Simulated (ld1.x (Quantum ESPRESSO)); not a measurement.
## Building the TM potential for tin (PBE, scalar-relativistic).

ld1.x (Quantum ESPRESSO) 7.5 was run on this input:

```
&input
   title='Sn', zed=50., rel=1, dft='PBE', iswitch=3,
   config='[Kr] 4d10 5s1.5 5p2.5',
   nld=3, rlderiv=2.00, eminld=-4.0, emaxld=5.0, deld=0.02
 /
 &inputp
   pseudotype=2, tm=.true., lloc=-1, rcloc=1.50,
   nlcc=.true., new_core_ps=.true.,
   file_pseudopw='Sn.UPF', file_wfcaegen='ae.wfc', file_wfcncgen='nc.wfc', file_beta='beta', file_chi='chi'
 /
3
5S  1  0   1.50   0.00  1.70  1.70  0.0
5P  2  1   2.50   0.00  1.85  1.85  0.0
4D  3  2  10.00   0.00  1.70  1.70  0.0
 &test
   configts(1)='4d10 5s1.5 5p2.5'
 /
```

Command:

```bash
ld1.x < Sn.in > Sn.out
```

Resulting log (shortened: banner, matrices, multipoles, cross overlaps and the repeated all-electron block are left out):

```
Program LD1 v.7.5
     --------------------------- All-electron run ----------------------------

     Sn
     scalar relativistic calculation

     atomic number is 50.00
     dft =PBE   lsd =0 sic =0 latt =0  beta=0.20 tr2=1.0E-14
     Exchange-correlation= PBE
                           (   1   4   3   4   0   0   0)
     mesh =1243 r(mesh) = 100.78374 a.u. xmin = -7.00 dx = 0.01250
     1 Ry =  13.60569312 eV, c = 137.03599908

     n l     nl                  e(Ry)          e(Ha)          e(eV)
     1 0     1S 1( 2.00)     -2132.5677     -1066.2838    -29015.0614
     2 0     2S 1( 2.00)      -321.9890      -160.9945     -4380.8841
     2 1     2P 1( 6.00)      -289.0501      -144.5250     -3932.7265
     3 0     3S 1( 2.00)       -62.1824       -31.0912      -846.0345
     3 1     3P 1( 6.00)       -51.4193       -25.7096      -699.5951
     4 0     4S 1( 2.00)        -9.9016        -4.9508      -134.7179
     4 1     4P 1( 6.00)        -6.6505        -3.3253       -90.4853
     3 2     3D 1(10.00)       -34.8536       -17.4268      -474.2078
     4 2     4D 1(10.00)        -1.9545        -0.9773       -26.5926
     5 0     5S 1( 1.50)        -0.8080        -0.4040       -10.9934
     5 1     5P 1( 2.50)        -0.2950        -0.1475        -4.0134

     final scf error:  7.4E-15 reached in  27 iterations

     Etot =  -12354.156662 Ry,   -6177.078331 Ha, -168086.864338 eV

     Ekin =   12898.863123 Ry,    6449.431561 Ha,  175497.973286 eV
     Encl =  -29872.138412 Ry,  -14936.069206 Ha, -406431.148164 eV
     Eh   =    4948.589950 Ry,    2474.294975 Ha,   67328.996247 eV
     Exc  =    -329.471323 Ry,    -164.735661 Ha,   -4482.685707 eV

     normalization and overlap integrals

     s(1S/1S) =  1.000000  <r> =   0.0291  <r2> =    0.0011  r(max) =   0.0188
     s(2S/2S) =  1.000000  <r> =   0.1255  <r2> =    0.0186  r(max) =   0.1054
     s(2P/2P) =  1.000000  <r> =   0.1096  <r2> =    0.0147  r(max) =   0.0853
     s(3S/3S) =  1.000000  <r> =   0.3393  <r2> =    0.1317  r(max) =   0.3090
     s(3P/3P) =  1.000000  <r> =   0.3377  <r2> =    0.1323  r(max) =   0.3013
     s(4S/4S) =  1.000000  <r> =   0.8186  <r2> =    0.7581  r(max) =   0.7412
     s(4P/4P) =  1.000000  <r> =   0.8857  <r2> =    0.8965  r(max) =   0.7890
     s(3D/3D) =  1.000000  <r> =   0.3146  <r2> =    0.1175  r(max) =   0.2498
     s(4D/4D) =  1.000000  <r> =   1.0971  <r2> =    1.4320  r(max) =   0.8829
     s(5S/5S) =  1.000000  <r> =   2.3792  <r2> =    6.4660  r(max) =   2.0147
     s(5P/5P) =  1.000000  <r> =   3.1906  <r2> =   11.9114  r(max) =   2.5231

     ------------------------ End of All-electron run ------------------------

     --------------------- Generating NC pseudopotential ---------------------

      Generating local potential from pseudized AE potential:
      Matching radius rcloc =   1.5000

      Local pseudo, rcloc= 1.511 Estimated cut-off energy=    10.96 Ry

      Computing core charge for nlcc:

       r > 0.65 : true rho core
      Core charge pseudized with two Bessel functions
      Integrated core pseudo-charge :  14.17

      Wfc   5S  rcut= 1.713  Using Troullier-Martins method

      Wfc   5P  rcut= 1.846  Using Troullier-Martins method

      Wfc   4D  rcut= 1.713  Using Troullier-Martins method

     ------------------- End of pseudopotential generation -------------------

     Computing logarithmic derivative in   2.00220
     Computing logarithmic derivative in   2.00220
     Computing the partial wave expansion
     R is outside the sphere for l=    0 j= 0.00
     R is outside the sphere for l=    1 j= 0.00
     R is outside the sphere for l=    2 j= 0.00

     ---------------------- Testing the pseudopotential ----------------------

     Sn
     scalar relativistic calculation

     atomic number is 50.00   valence charge is 14.00
     dft =PBE   lsd =0 sic =0 latt =0  beta=0.20 tr2=1.0E-14
     mesh =1243 r(mesh) = 100.78374 xmin = -7.00 dx = 0.01250

     n l     nl             e AE (Ry)        e PS (Ry)    De AE-PS (Ry)
     3 2     4D   1(10.00)       -1.95452       -1.95453        0.00001
     1 0     5S   1( 1.50)       -0.80800       -0.80800        0.00000
     2 1     5P   1( 2.50)       -0.29498       -0.29497       -0.00000

     eps = 1.3E-15  iter =  8

     Etot =  -12354.156662 Ry,   -6177.078331 Ha, -168086.864338 eV
     Etotps =  -171.688568 Ry,     -85.844284 Ha,   -2335.941968 eV

     Ekin =      99.422150 Ry,      49.711075 Ha,    1352.707265 eV
     Encl =    -308.476479 Ry,    -154.238240 Ha,   -4197.036311 eV
     Ehrt =     118.157677 Ry,      59.078839 Ha,    1607.617096 eV
     Ecxc =     -57.834333 Ry,     -28.917167 Ha,    -786.876188 eV
     (Ecc =     -34.833134 Ry,     -17.416567 Ha,    -473.928933 eV)
     Epseu=     -22.957583 Ry,     -11.478792 Ha,    -312.353830 eV

     ---------------------- End of pseudopotential test ----------------------
```

Note: ghost state, extra bound levels that the all-electron valence spectrum of the same l lacks: s at -75.5 eV. A true bound ghost makes a file unfit for plane-wave use.

Generation and configuration tests took about 1.9 s on one core of a shared server CPU.

Transferability test of the new file with ld1.x, input:

```
&input
   title='Sn', zed=50., rel=1, dft='PBE', iswitch=2,
   config='[Kr] 4d10 5s1.5 5p2.5'
 /
 &test
   file_pseudo='Sn.UPF', nconf=8,
   configts(1)='4d10 5s1.5 5p2.5',
   configts(2)='4d10 5s2 5p2',
   configts(3)='4d10 5s2 5p1',
   configts(4)='4d10 5s2 5p0',
   configts(5)='4d10 5s1 5p2',
   configts(6)='4d9 5s2 5p2',
   configts(7)='4d10 5s1 5p0',
   configts(8)='4d10 5s1 5p3'
 /
```

```bash
ld1.x < Sn.test.in > Sn.test.out
```

Pseudopotential blocks of its output, shortened (energy terms left out; the distinct warnings before each block abridged to one line each):

```
     ---------------------- Testing the pseudopotential ----------------------

     n l     nl             e AE (Ry)        e PS (Ry)    De AE-PS (Ry)
     3 2     4D   1(10.00)       -1.95452       -1.95453        0.00001
     1 0     5S   1( 1.50)       -0.80800       -0.80800        0.00000
     2 1     5P   1( 2.50)       -0.29498       -0.29497       -0.00000

     eps = 5.2E-15  iter =  6

     Etot =  -12354.156662 Ry,   -6177.078331 Ha, -168086.864338 eV
     Etotps =  -171.688569 Ry,     -85.844284 Ha,   -2335.941979 eV

     ---------------------- End of pseudopotential test ----------------------

          ---------------------- Testing the pseudopotential ----------------------

     n l     nl             e AE (Ry)        e PS (Ry)    De AE-PS (Ry)
     3 2     4D   1(10.00)       -1.89914       -1.90122        0.00208
     1 0     5S   1( 2.00)       -0.77532       -0.77586        0.00054
     2 1     5P   1( 2.00)       -0.27151       -0.27188        0.00037

     eps = 3.5E-15  iter = 10

     Etot =  -12354.410875 Ry,   -6177.205437 Ha, -168090.323077 eV
     Etotps =  -171.942858 Ry,     -85.971429 Ha,   -2339.401756 eV
     dEtot_ae =      -0.254213 Ry
     dEtot_ps =      -0.254289 Ry,   Delta E=       0.000076 Ry

     ---------------------- End of pseudopotential test ----------------------

          ---------------------- Testing the pseudopotential ----------------------

     n l     nl             e AE (Ry)        e PS (Ry)    De AE-PS (Ry)
     3 2     4D   1(10.00)       -2.48469       -2.47881       -0.00588  !
     1 0     5S   1( 2.00)       -1.30909       -1.30766       -0.00143
     2 1     5P   1( 1.00)       -0.75374       -0.75308       -0.00065

     eps = 4.8E-15  iter =  9

     Etot =  -12353.905608 Ry,   -6176.952804 Ha, -168083.448573 eV
     Etotps =  -171.437617 Ry,     -85.718808 Ha,   -2332.527602 eV
     dEtot_ae =       0.251054 Ry
     dEtot_ps =       0.250952 Ry,   Delta E=       0.000102 Ry

     ---------------------- End of pseudopotential test ----------------------

          ---------------------- Testing the pseudopotential ----------------------

     n l     nl             e AE (Ry)        e PS (Ry)    De AE-PS (Ry)
     3 2     4D   1(10.00)       -3.17575       -3.17080       -0.00496
     1 0     5S   1( 2.00)       -1.91763       -1.91778        0.00015
     2 1     5P   1( 0.00)       -1.30765       -1.31152        0.00387

     eps = 5.4E-15  iter =  9

     Etot =  -12352.880119 Ry,   -6176.440059 Ha, -168069.496083 eV
     Etotps =  -170.411545 Ry,     -85.205773 Ha,   -2318.567192 eV
     dEtot_ae =       1.276543 Ry
     dEtot_ps =       1.277023 Ry,   Delta E=      -0.000480 Ry

     ---------------------- End of pseudopotential test ----------------------

          ---------------------- Testing the pseudopotential ----------------------

     n l     nl             e AE (Ry)        e PS (Ry)    De AE-PS (Ry)
     3 2     4D   1(10.00)       -2.59312       -2.57441       -0.01871  !
     1 0     5S   1( 1.00)       -1.37450       -1.36896       -0.00553  !
     2 1     5P   1( 2.00)       -0.80556       -0.80259       -0.00297

     eps = 1.3E-15  iter = 14

     Etot =  -12353.343403 Ry,   -6176.671702 Ha, -168075.799389 eV
     Etotps =  -170.876918 Ry,     -85.438459 Ha,   -2324.898903 eV
     dEtot_ae =       0.813259 Ry
     dEtot_ps =       0.811651 Ry,   Delta E=       0.001608 Ry

     ---------------------- End of pseudopotential test ----------------------

          Warning: n=2, l=1 expected 0 nodes, found 1
     ---------------------- Testing the pseudopotential ----------------------

     n l     nl             e AE (Ry)        e PS (Ry)    De AE-PS (Ry)
     3 2     4D   1( 9.00)       -2.93573       -2.78298       -0.15274  !
     1 0     5S   1( 2.00)       -1.48133       -1.42336       -0.05797  !
     2 1     5P   1( 2.00)       -0.87023       -0.84504       -0.02520  !

     eps = 8.5E-16  iter = 18

     Etot =  -12352.008099 Ry,   -6176.004049 Ha, -168057.631642 eV
     Etotps =  -169.584548 Ry,     -84.792274 Ha,   -2307.315318 eV
     dEtot_ae =       2.148564 Ry
     dEtot_ps =       2.104021 Ry,   Delta E=       0.044543 Ry

     ---------------------- End of pseudopotential test ----------------------

          ---------------------- Testing the pseudopotential ----------------------

     n l     nl             e AE (Ry)        e PS (Ry)    De AE-PS (Ry)
     3 2     4D   1(10.00)       -4.04706       -4.03915       -0.00791  !
     1 0     5S   1( 1.00)       -2.64311       -2.64455        0.00144
     2 1     5P   1( 0.00)       -1.96962       -2.00663        0.03701  !

     eps = 4.1E-15  iter =  7

     Etot =  -12350.603760 Ry,   -6175.301880 Ha, -168038.524645 eV
     Etotps =  -168.134060 Ry,     -84.067030 Ha,   -2287.580430 eV
     dEtot_ae =       3.552902 Ry
     dEtot_ps =       3.554508 Ry,   Delta E=      -0.001606 Ry

     ---------------------- End of pseudopotential test ----------------------

          ---------------------- Testing the pseudopotential ----------------------

     n l     nl             e AE (Ry)        e PS (Ry)    De AE-PS (Ry)
     3 2     4D   1(10.00)       -2.00782       -2.00409       -0.00373
     1 0     5S   1( 1.00)       -0.83895       -0.83794       -0.00100
     2 1     5P   1( 3.00)       -0.31727       -0.31669       -0.00057

     eps = 2.7E-15  iter =  9

     Etot =  -12353.897991 Ry,   -6176.948995 Ha, -168083.344936 eV
     Etotps =  -171.429966 Ry,     -85.714983 Ha,   -2332.423507 eV
     dEtot_ae =       0.258671 Ry
     dEtot_ps =       0.258603 Ry,   Delta E=       0.000068 Ry

     ---------------------- End of pseudopotential test ----------------------
```
